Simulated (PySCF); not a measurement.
Input file for PySCF: R-M06-2X/def2-TZVPP on AlF2HO (SMILES [OH][Al]([F])[F]), a point of a torsion scan.

```python
from pyscf import gto, dft

mol = gto.M(
    atom='''
    O     1.12831460   -0.13522307    0.16650156
    Al   -0.48878259    0.04219412    0.07143609
    F    -1.29286249    0.26085423   -1.34248972
    F    -1.38407243   -0.04275517    1.44001438
    H     2.02753107   -0.00945735   -0.09668561
    ''',
    basis='def2-tzvpp',
    charge=0, spin=0, verbose=4, max_memory=1800)
mf = dft.RKS(mol, xc='m062x').density_fit(auxbasis='def2-universal-jkfit')
mf.grids.level = 4
mf.conv_tol = 1e-9
mf.max_cycle = 150
mf.kernel()
mf.dip_moment()
```

The log:

```
PySCF version 2.14.0

[INPUT] verbose = 4
[INPUT] num. atoms = 5
[INPUT] num. electrons = 40
[INPUT] charge = 0
[INPUT] spin (= nelec alpha-beta = 2S) = 0
[INPUT] symmetry False subgroup None
[INPUT] Mole.unit = angstrom
[INPUT] Symbol           X                Y                Z      unit          X                Y                Z       unit  Magmom
[INPUT]  1 O      1.128314600000  -0.135223070000   0.166501560000 AA    2.132205576348  -0.255534568023   0.314642347713 Bohr   0.0
[INPUT]  2 Al    -0.488782590000   0.042194120000   0.071436090000 AA   -0.923665229556   0.079735330867   0.134994645510 Bohr   0.0
[INPUT]  3 F     -1.292862490000   0.260854230000  -1.342489720000 AA   -2.443156022823   0.492943053134  -2.536937895844 Bohr   0.0
[INPUT]  4 F     -1.384072430000  -0.042755170000   1.440014380000 AA   -2.615517829261  -0.080795561709   2.721232793635 Bohr   0.0
[INPUT]  5 H      2.027531070000  -0.009457350000  -0.096685610000 AA    3.831478431346  -0.017871801364  -0.182709323087 Bohr   0.0

nuclear repulsion = 161.174546825277
number of shells = 53
number of NR pGTOs = 217
number of NR cGTOs = 149
basis = def2-tzvpp
ecp = {}


******** <class 'pyscf.df.df_jk.DFRKS'> ********
method = DFRKS
initial guess = minao
damping factor = 0
level_shift factor = 0
DIIS = <class 'pyscf.scf.diis.CDIIS'>
diis_start_cycle = 1
diis_space = 8
diis_damp = 0
SCF conv_tol = 1e-09
SCF conv_tol_grad = None
SCF max_cycles = 150
direct_scf = False
XC library pyscf.dft.libxc version 7.1.2
    S. Lehtola, C. Steigemann, M. J. T. Oliveira, and M. A. L. Marques,  SoftwareX 7, 1–5 (2018)
XC functionals = m062x
    Y. Zhao and D. G. Truhlar,  Theor. Chem. Acc. 120, 215 (2008)
    Y. Zhao and D. G. Truhlar,  Theor. Chem. Acc. 120, 215 (2008)
radial grids:
    Treutler-Ahlrichs [JCP 102, 346 (1995); DOI:10.1063/1.469408] (M4) radial grids

becke partition: Becke, JCP 88, 2547 (1988); DOI:10.1063/1.454033
pruning grids: <function nwchem_prune>
grids dens level: 4
symmetrized grids: False
atomic radii adjust function: <function treutler_atomic_radii_adjust>
small_rho_cutoff = 0
Set gradient conv threshold to 3.16228e-05
Initial guess from minao.
tot grids = 130336
******** <class 'pyscf.df.df.DF'> ********
auxbasis = def2-universal-jkfit
init E= -518.175685135537
  HOMO = -0.499729555928976  LUMO = -0.103855150707417  gap/eV = 10.77229
cycle= 1 E= -518.02965267227  delta_E= 0.146  |g|= 0.937  |ddm|= 2.04
  HOMO = -0.304103138617343  LUMO = -0.00233836650958477  gap/eV = 8.21144
cycle= 2 E= -517.969504240745  delta_E= 0.0601  |g|= 1.19  |ddm|= 0.91
  HOMO = -0.436305339254915  LUMO = -0.0165245506864562  gap/eV = 11.42282
cycle= 3 E= -518.177972571798  delta_E= -0.208  |g|= 0.0293  |ddm|= 0.481
  HOMO = -0.430877534714414  LUMO = -0.0178126230553938  gap/eV = 11.24007
cycle= 4 E= -518.178129129121  delta_E= -0.000157  |g|= 0.018  |ddm|= 0.027
  HOMO = -0.434413462099481  LUMO = -0.0179965191678126  gap/eV = 11.33128
cycle= 5 E= -518.178173947857  delta_E= -4.48e-05  |g|= 0.0077  |ddm|= 0.01
  HOMO = -0.433595347476771  LUMO = -0.0179934732614823  gap/eV = 11.30910
cycle= 6 E= -518.17818335652  delta_E= -9.41e-06  |g|= 0.00121  |ddm|= 0.00414
  HOMO = -0.433800311648668  LUMO = -0.0180222505481176  gap/eV = 11.31390
cycle= 7 E= -518.178183729114  delta_E= -3.73e-07  |g|= 0.000187  |ddm|= 0.0009
  HOMO = -0.433788118796004  LUMO = -0.0180070344045129  gap/eV = 11.31398
cycle= 8 E= -518.178183745253  delta_E= -1.61e-08  |g|= 4.24e-05  |ddm|= 0.000273
  HOMO = -0.433792853607233  LUMO = -0.0180128927946665  gap/eV = 11.31395
cycle= 9 E= -518.17818374576  delta_E= -5.08e-10  |g|= 1.35e-05  |ddm|= 4.48e-05
  HOMO = -0.433792946567811  LUMO = -0.0180126025206088  gap/eV = 11.31396
Extra cycle  E= -518.178183745764  delta_E= -3.87e-12  |g|= 1.49e-05  |ddm|= 1.16e-05
converged SCF energy = -518.178183745764
Dipole moment(X, Y, Z, Debye):  2.47656,  0.22539, -0.51588
```

Self-consistency was reached.

Cost: very roughly 16 core-seconds.
